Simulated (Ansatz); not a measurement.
`BBC=C` + `CBI` → `BBCBI` + ethylene at 298.15 K and 1 bar (formal exchange of groups at a B–C bond).

Calculated with Ansatz (gas phase, PBE0-D4/def2-TZVP geometries, no zero-point term in ΔE). CCSD(T)/CBS is the MP2 limit (def2-TZVPP, def2-QZVPP) plus CCSD(T) − MP2 in def2-TZVPP, frozen cores. This one scheme is used for every species. def2 core potentials past Kr. For I outer-core shells are correlated without core-valence functions, which leaves a few kJ/mol of doubt a bond. Each species was taken in one conformer, which may not be the lowest.

```
species  CCSD(T)/CBS energy (Eh)  H − E (kJ/mol)  S (J/(mol·K))
`BBC=C`               -129.22973           212.5          304.1
  `CBI`               -362.71826           142.9          307.7
`BBCBI`               -413.46607           211.0          375.3
  `C=C`                -78.48111           144.6          218.9
```

H − E and S are ideal-gas, rigid-rotor, harmonic terms from PBE0-D4/def2-TZVP, for one conformer and one mirror image of each species. 1 Eh = 2625.50 kJ/mol, R = 8.31446 J/(mol·K).

Q: By hand: ΔE, ΔH, ΔS and ΔG.

A: ΔE = (-413.46607) + (-78.48111) − (-129.22973) − (-362.71826) = 0.00081 Eh = 2.1 kJ/mol. Δ(H − E) = 211.0 + 144.6 − 212.5 − 142.9 = 0.2, so ΔH = 2.3 kJ/mol. ΔS = 375.3 + 218.9 − 304.1 − 307.7 = -17.6 J/(mol·K). ΔG = 2.3 − 298.15 × (-17.6)/1000 = 7.5 kJ/mol.

Q: By hand: the equilibrium constant, and the temperature at which ΔG would vanish if ΔH and ΔS stayed fixed.

A: log₁₀ K = −ΔG/(RT ln 10) = -1.3. ΔH and −TΔS have one sign here, so there is no such temperature. One of them is within its doubt of zero, so this could turn.

TΔS isn't small against ΔH here. A doubt of 5 kJ/mol in ΔE shifts log₁₀ K by 0.9 here. Other conformers and mirror images would add mixing entropy, several J/(mol·K) or more a flexible species. Modes under 60 cm⁻¹, often nearly free rotors, make the harmonic entropy too high. These are equilibria of isolated gas molecules and say nothing of rates. Largest T1 diagnostic: 0.012 (customary marks: 0.02 for closed shells, 0.045 for open ones).
